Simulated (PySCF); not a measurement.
C4H3Cl2F, SMILES FC(/C=C\Cl)=C/Cl.

Coordinates come from a PBE0-D3(BJ)/def2-SVP optimisation. The structure was generated by enumeration; whether it is a known compound was not checked. Other conformers were not sampled.

These are TDA-PBE/def2-SVPD run with PySCF 2.14.0 values and carry that method's errors.

Vertical excitations. Isolated molecule, no solvent. State labels are in the subgroup Cs.

Computed UV-visible absorptions:
```
state  symmetry  energy (eV)  λ (nm)      f                            main pairs
-----  --------  -----------  ------  -----  ------------------------------------
S1           A'         4.84     256  0.606                        HOMO→LUMO 77 %
S2           A"         5.07     245  0.000                     HOMO−2→LUMO 100 %
S3           A"         5.37     231  0.000                      HOMO→LUMO+1 92 %
S4           A"         5.39     230  0.000                      HOMO−3→LUMO 93 %
S5           A'         5.49     226  0.227    HOMO−1→LUMO 71 %, HOMO→LUMO+4 13 %
S6           A"         5.73     217  0.000                      HOMO→LUMO+2 98 %
S7           A"         5.89     211  0.002                      HOMO→LUMO+3 99 %
S8           A"         6.31     196  0.000                     HOMO→LUMO+5 100 %
S9           A"         6.86     181  0.004  HOMO→LUMO+6 62 %, HOMO−1→LUMO+1 34 %
S10          A"         6.90     180  0.000  HOMO−1→LUMO+1 58 %, HOMO→LUMO+6 36 %
T1           A'         2.69     461      0                        HOMO→LUMO 98 %
T2           A'         4.43     280      0                      HOMO−1→LUMO 94 %
T3           A"         4.93     251      0                      HOMO−2→LUMO 99 %
T4           A"         4.99     249      0                      HOMO→LUMO+1 98 %
```
Triplets are in the Tamm–Dancoff approximation.
